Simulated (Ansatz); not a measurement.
The cluster B₂N₂ (the lowest singlet isomer of a short search) was relaxed with r2SCAN-D4 (def2-TZVP) in Ansatz in these states: neutral quintet, neutral triplet. The geometries follow in no particular order.

A:

Cartesian coordinates in Å:
```
B 0.428 0.212 -0.637
B -0.428 -0.212 0.637
N 0.999 -0.111 0.634
N -0.999 0.111 -0.634
```

B:

Cartesian coordinates in Å:
```
B 0.370 0.799 -0.516
B -0.370 -0.798 0.516
N -0.751 -0.111 -0.711
N 0.752 0.110 0.710
```

Q: Judge from the bond lengths which geometry belongs to which state (an estimate).

A: A is the neutral triplet (B1–B2 1.592 Å, B2–N3 1.430 Å, B1–N4 1.430 Å); B is the neutral quintet (B1–B2 2.040 Å, B2–N3 1.457 Å, B1–N4 1.457 Å).

At PBE0-D4/def2-TZVP a triplet lies 2.32 eV below the neutral quintet. These are the stationary points nearest to one start from a short search; other shapes may lie lower in each state.
